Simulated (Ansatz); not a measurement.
`[CH3][Ge]([OH])([F])[Cl]` + HCl → `[OH][Ge]([F])([Cl])[Cl]` + CH₄ at 298.15 K and 1 bar (ligand exchange at a Ge–C bond).

Computed with Ansatz on PBE0-D4/def2-TZVP structures; ΔE is electronic, products minus reactants. CCSD(T)/CBS is the MP2 limit (def2-TZVPP, def2-QZVPP) plus CCSD(T) − MP2 in def2-TZVPP, frozen cores. This one scheme is used for every species. For Ge outer-core shells are correlated without core-valence functions, which leaves a few kJ/mol of doubt a bond. Scalar relativity is left out up to krypton. One conformer a species, not always the lowest.

| species | CCSD(T)/CBS energy (Eh) | H − E (kJ/mol) | S (J/(mol·K)) |
| --- | --- | --- | --- |
| `[CH3][Ge]([OH])([F])[Cl]` | -2751.44935 | 165.8 | 366.8 |
| HCl | -460.38127 | 26.6 | 186.8 |
| `[OH][Ge]([F])([Cl])[Cl]` | -3171.38906 | 71.0 | 360.7 |
| CH₄ | -40.46206 | 127.4 | 186.2 |

H − E and S are ideal-gas, rigid-rotor, harmonic terms from PBE0-D4/def2-TZVP, for one conformer and one mirror image of each species. 1 Eh = 2625.50 kJ/mol, R = 8.31446 J/(mol·K).

Q: By hand: ΔE, ΔH, ΔS and ΔG.

A: ΔE = (-3171.38906) + (-40.46206) − (-2751.44935) − (-460.38127) = -0.02050 Eh = -53.8 kJ/mol. Δ(H − E) = 71.0 + 127.4 − 165.8 − 26.6 = 6.0, so ΔH = -47.8 kJ/mol. ΔS = 360.7 + 186.2 − 366.8 − 186.8 = -6.7 J/(mol·K). ΔG = -47.8 − 298.15 × (-6.7)/1000 = -45.8 kJ/mol.

Q: By hand: the equilibrium constant, and the temperature at which ΔG would vanish if ΔH and ΔS stayed fixed.

A: log₁₀ K = −ΔG/(RT ln 10) = 8.0. ΔG = 0 at ΔH/ΔS = 7134 K, far beyond where these terms or the molecules hold.

The number of gas molecules stays the same, so ΔS is small and ΔH decides. A doubt of 5 kJ/mol in ΔE shifts log₁₀ K by 0.9 here. Other conformers and mirror images would add mixing entropy, several J/(mol·K) or more a flexible species. These are equilibria of isolated gas molecules and say nothing of rates. Largest T1 diagnostic: 0.011 (customary marks: 0.02 for closed shells, 0.045 for open ones).
